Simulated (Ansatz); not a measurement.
Steps of a relaxation of CH4ClFOSi, SMILES `FCO[SiH2]Cl` with RKS PBE-D4/def2-SVP.

```sh
$ ansatz run in.yaml --threads 4 --pin off --events-out ev --progress --plain --max-ram 10444MiB
```

```yaml
crystal:
  periodic: [false, false, false]
  atoms:
    - {symbol: F, position_ang: [-1.098100, 0.615700, 1.481000]}
    - {symbol: C, position_ang: [0.050300, 0.970000, 0.916900]}
    - {symbol: O, position_ang: [0.648800, -0.226500, 0.508900]}
    - {symbol: Si, position_ang: [0.096400, -1.042900, -0.755900]}
    - {symbol: Cl, position_ang: [0.675200, -0.100200, -2.456100]}
    - {symbol: H, position_ang: [0.662900, 1.469700, 1.687200]}
    - {symbol: H, position_ang: [-0.065000, 1.681200, 0.095700]}
    - {symbol: H, position_ang: [0.572500, -2.427500, -0.799400]}
    - {symbol: H, position_ang: [-1.454500, -0.985600, -0.695400]}
basis:
  gaussian: {orbitals: def2-SVP}
hamiltonian: {xc: pbe, dispersion: d4}
relax: {f_tol: 0.03, max_steps: 200}
```

Positions (Å) and forces (eV/Å) along the path, 15 of 16 steps:

```xyz
9
step=1 energy=-26241.8363 eV
F    -1.098    0.616    1.481   -2.058    0.289    0.697
C     0.050    0.970    0.917    1.293   -0.540    0.470
O     0.649   -0.227    0.509    1.725    1.243    1.683
Si    0.096   -1.043   -0.756   -2.494   -1.143   -1.292
Cl    0.675   -0.100   -2.456    0.341    0.474   -1.000
H     0.663    1.470    1.687    0.513   -0.076    0.184
H    -0.065    1.681    0.096   -0.444    0.313   -0.776
H     0.573   -2.428   -0.799    0.348   -0.421    0.196
H    -1.454   -0.986   -0.695    0.776   -0.138   -0.161
9
step=2 energy=-26242.1095 eV
F    -1.137    0.694    1.547   -0.688    0.125    0.252
C     0.048    0.973    0.957    0.792   -0.089   -0.034
O     0.633   -0.224    0.519    0.641    0.753    1.069
Si    0.063   -1.042   -0.777   -0.846   -0.687   -1.316
Cl    0.688   -0.107   -2.540   -0.053   -0.024    0.108
H     0.726    1.449    1.702    0.035   -0.143    0.017
H    -0.089    1.674    0.106   -0.239    0.091   -0.131
H     0.606   -2.425   -0.770    0.146   -0.040    0.109
H    -1.449   -1.038   -0.760    0.212    0.015   -0.074
9
step=3 energy=-26242.1739 eV
F    -1.153    0.757    1.577   -0.094   -0.011    0.049
C     0.057    0.980    0.972    0.344   -0.078   -0.179
O     0.619   -0.224    0.525   -0.073    0.250    0.303
Si    0.037   -1.068   -0.799    0.056   -0.077   -0.369
Cl    0.659   -0.115   -2.550   -0.010   -0.030    0.061
H     0.763    1.419    1.715   -0.089   -0.037   -0.031
H    -0.101    1.688    0.120   -0.013   -0.016    0.077
H     0.664   -2.425   -0.742   -0.066    0.084    0.039
H    -1.456   -1.059   -0.834   -0.055   -0.085    0.050
9
step=4 energy=-26242.1835 eV
F    -1.174    0.835    1.535    0.028    0.002   -0.040
C     0.077    0.975    0.963   -0.154    0.335    0.244
O     0.569   -0.251    0.559    0.130   -0.161   -0.102
Si    0.023   -1.069   -0.806    0.039   -0.162   -0.026
Cl    0.613   -0.067   -2.529   -0.008    0.060    0.003
H     0.765    1.392    1.734   -0.012   -0.051   -0.048
H    -0.025    1.688    0.110    0.035    0.004   -0.026
H     0.710   -2.392   -0.758   -0.026   -0.011    0.004
H    -1.469   -1.157   -0.824   -0.034   -0.016   -0.008
9
step=5 energy=-26242.1881 eV
F    -1.186    0.860    1.501    0.109    0.010   -0.075
C     0.082    0.982    0.958   -0.155    0.103    0.139
O     0.565   -0.257    0.559    0.018   -0.038   -0.092
Si    0.025   -1.084   -0.809   -0.061    0.039    0.144
Cl    0.583   -0.019   -2.507   -0.002   -0.036    0.001
H     0.761    1.380    1.746   -0.002   -0.044   -0.023
H     0.013    1.701    0.106    0.037   -0.041   -0.008
H     0.712   -2.405   -0.754    0.051    0.010   -0.057
H    -1.467   -1.204   -0.818    0.005   -0.002   -0.029
9
step=6 energy=-26242.1970 eV
F    -1.205    0.918    1.427   -0.062   -0.015   -0.008
C     0.088    0.988    0.960    0.091    0.081    0.048
O     0.545   -0.266    0.572   -0.027   -0.037   -0.022
Si    0.010   -1.091   -0.795    0.030   -0.003    0.029
Cl    0.514    0.003   -2.491   -0.009    0.012   -0.013
H     0.744    1.347    1.785   -0.022   -0.021   -0.014
H     0.104    1.707    0.107    0.010    0.024   -0.013
H     0.759   -2.378   -0.778    0.027   -0.034   -0.018
H    -1.473   -1.274   -0.804   -0.039   -0.006    0.011
9
step=7 energy=-26242.2022 eV
F    -1.220    0.973    1.373    0.021    0.008   -0.043
C     0.097    0.997    0.961   -0.015   -0.045    0.031
O     0.518   -0.274    0.582    0.019    0.037   -0.009
Si    0.005   -1.101   -0.790   -0.013   -0.008   -0.013
Cl    0.459    0.020   -2.485   -0.009    0.012    0.017
H     0.729    1.317    1.818   -0.010    0.011   -0.007
H     0.175    1.721    0.115    0.017   -0.002    0.011
H     0.797   -2.365   -0.799    0.004    0.001    0.006
H    -1.472   -1.334   -0.790   -0.013   -0.014    0.006
9
step=8 energy=-26242.1978 eV rejected
F    -1.253    1.083    1.215    0.563   -0.001   -0.106
C     0.115    1.006    0.957   -0.036    0.073   -0.105
O     0.478   -0.292    0.600   -0.050    0.215    0.119
Si   -0.014   -1.119   -0.775   -0.019   -0.095   -0.178
Cl    0.320    0.086   -2.449   -0.035   -0.073    0.101
H     0.685    1.253    1.891   -0.274    0.025   -0.232
H     0.355    1.734    0.124   -0.156   -0.280    0.398
H     0.876   -2.325   -0.833   -0.099    0.110   -0.002
H    -1.474   -1.472   -0.748    0.106    0.026    0.004
9
step=9 energy=-26242.2076 eV
F    -1.234    1.015    1.291    0.087    0.009   -0.037
C     0.107    0.999    0.957   -0.015   -0.002   -0.020
O     0.509   -0.281    0.590    0.007    0.032    0.024
Si   -0.003   -1.109   -0.781   -0.021   -0.023   -0.041
Cl    0.394    0.053   -2.465   -0.013   -0.006    0.016
H     0.702    1.291    1.851   -0.051    0.006   -0.020
H     0.258    1.726    0.121   -0.003   -0.039    0.064
H     0.829   -2.349   -0.815   -0.020    0.029    0.002
H    -1.474   -1.391   -0.766    0.029   -0.006    0.011
9
step=10 energy=-26242.2113 eV
F    -1.244    1.053    1.203    0.185    0.004   -0.040
C     0.118    1.000    0.954   -0.009    0.044   -0.030
O     0.505   -0.287    0.597   -0.009    0.066    0.026
Si   -0.008   -1.113   -0.775   -0.041   -0.036   -0.054
Cl    0.326    0.079   -2.452   -0.014   -0.034    0.047
H     0.667    1.267    1.888   -0.102   -0.004   -0.083
H     0.342    1.731    0.134   -0.041   -0.100    0.138
H     0.854   -2.332   -0.832   -0.016    0.044   -0.008
H    -1.470   -1.445   -0.735    0.047    0.016    0.004
9
step=11 energy=-26242.2137 eV
F    -1.245    1.079    1.137    0.155    0.000   -0.025
C     0.125    1.001    0.951    0.019    0.055   -0.026
O     0.502   -0.292    0.604   -0.011    0.070    0.028
Si   -0.015   -1.119   -0.766   -0.001    0.003   -0.075
Cl    0.277    0.089   -2.440   -0.016   -0.021    0.030
H     0.635    1.251    1.913   -0.098   -0.008   -0.111
H     0.401    1.733    0.147   -0.050   -0.122    0.150
H     0.879   -2.315   -0.853   -0.053    0.032    0.018
H    -1.470   -1.473   -0.710    0.055   -0.008    0.011
9
step=12 energy=-26242.2154 eV
F    -1.243    1.103    1.061    0.176   -0.004   -0.016
C     0.135    1.001    0.949   -0.033    0.052    0.006
O     0.506   -0.294    0.606    0.018    0.094    0.007
Si   -0.014   -1.117   -0.767   -0.068   -0.042    0.000
Cl    0.218    0.109   -2.437    0.008   -0.046    0.047
H     0.593    1.232    1.941   -0.077   -0.017   -0.128
H     0.465    1.737    0.170   -0.051   -0.107    0.127
H     0.885   -2.307   -0.861    0.006    0.048   -0.025
H    -1.456   -1.511   -0.679    0.023    0.023   -0.017
9
step=13 energy=-26242.2172 eV
F    -1.241    1.109    1.038    0.123   -0.006   -0.012
C     0.138    1.001    0.949   -0.056    0.037    0.019
O     0.509   -0.292    0.606    0.011    0.046    0.003
Si   -0.020   -1.118   -0.762   -0.001   -0.021   -0.016
Cl    0.207    0.100   -2.436   -0.013    0.000    0.013
H     0.578    1.228    1.948   -0.041   -0.014   -0.077
H     0.483    1.738    0.182   -0.026   -0.057    0.065
H     0.893   -2.294   -0.875   -0.011    0.003    0.012
H    -1.459   -1.517   -0.667    0.015    0.013   -0.006
9
step=14 energy=-26242.2177 eV
F    -1.241    1.099    1.033    0.090    0.000   -0.007
C     0.138    1.001    0.949   -0.052    0.021    0.013
O     0.519   -0.288    0.600    0.015    0.030    0.004
Si   -0.019   -1.116   -0.764    0.004   -0.022   -0.004
Cl    0.209    0.094   -2.442   -0.017    0.000    0.011
H     0.572    1.225    1.950   -0.027   -0.009   -0.049
H     0.481    1.744    0.189   -0.015   -0.035    0.039
H     0.888   -2.297   -0.874   -0.006    0.003    0.009
H    -1.459   -1.507   -0.658    0.007    0.012   -0.015
9
step=16 energy=-26242.2183 eV
F    -1.238    1.092    1.008    0.012    0.000   -0.001
C     0.141    1.000    0.949   -0.024    0.010    0.005
O     0.534   -0.282    0.593    0.008   -0.011   -0.002
Si   -0.017   -1.115   -0.763   -0.004    0.005    0.003
Cl    0.192    0.090   -2.446    0.000    0.000   -0.001
H     0.554    1.217    1.958    0.002   -0.002    0.001
H     0.494    1.751    0.204    0.004    0.002   -0.003
H     0.887   -2.298   -0.872    0.001   -0.001    0.001
H    -1.457   -1.501   -0.647    0.000   -0.003   -0.002
```

Run time 19 s (4 threads of an Arm Neoverse V1 on a shared host); peak host memory 0.18 GiB.
